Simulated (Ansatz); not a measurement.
Ansatz (a first-principles code) input file for Ge(Br)(OMe) (CH₃BrGeO), SMILES C[O][Ge][Br] (connectivity only; charge and spin as stated), neutral, multiplicity 1, PBE/def2-SVPD. Geometry optimised at PBE0-D3(BJ)/def2-SVP. The structure was generated by enumeration; whether it is a known compound was not checked. The values are those of a single conformer.

Ansatz 0.2 input:
```yaml
crystal:
  periodic: [false, false, false]
  atoms:
    - {symbol: Ge, position_ang: [0.95479625, 0.59384457, -0.00000000]}
    - {symbol: Br, position_ang: [-0.32489508, -1.41608528, -0.00000000]}
    - {symbol: O, position_ang: [-0.31850235, 1.81663055, 0.00000000]}
    - {symbol: C, position_ang: [-1.72043379, 1.77910851, -0.00000000]}
    - {symbol: H, position_ang: [-2.10858385, 0.74680128, 0.00000000]}
    - {symbol: H, position_ang: [-2.10147344, 2.30273095, -0.89200032]}
    - {symbol: H, position_ang: [-2.10147344, 2.30273094, 0.89200032]}
basis:
  gaussian:
    orbitals: def2-SVPD
hamiltonian:
  xc: {name: PBE}
```

Output:

```
WARN ansatz: RAYON_NUM_THREADS=1 ignored (pool sized by the plan → 1); use --threads N
Functional definition: PBE
integrals: 0.10 GiB planned
1394 factors; their error is unknown
mean field: 0.54 GiB planned
mean field evaluation 1: about -129650.5603 eV, gradient 6.3e1 eV
mean field evaluation 2: about -129525.1880 eV, gradient 2.1e2 eV
mean field evaluation 4: about -129657.6510 eV, gradient 2.5e1 eV
mean field evaluation 8: about -129659.0121 eV, gradient 2.4e-1 eV
mean field evaluation 16: about -129658.9547 eV, gradient 1.1e-4 eV
mean field -129658.95465786 eV, -4764.8786976803 hartree, gradient 3.5e-5 eV, S^2 0.000000; 0 other end points of the search recorded, 0 dependent functions left out
reference -129658.95470305 eV, -4764.8786993411 hartree; 42, 42 occupied and 104, 104 virtual orbitals, 1394 factors
Total energy: -129658.95470305 eV, -4764.8786993411 hartree
```

Self-consistency was reached.
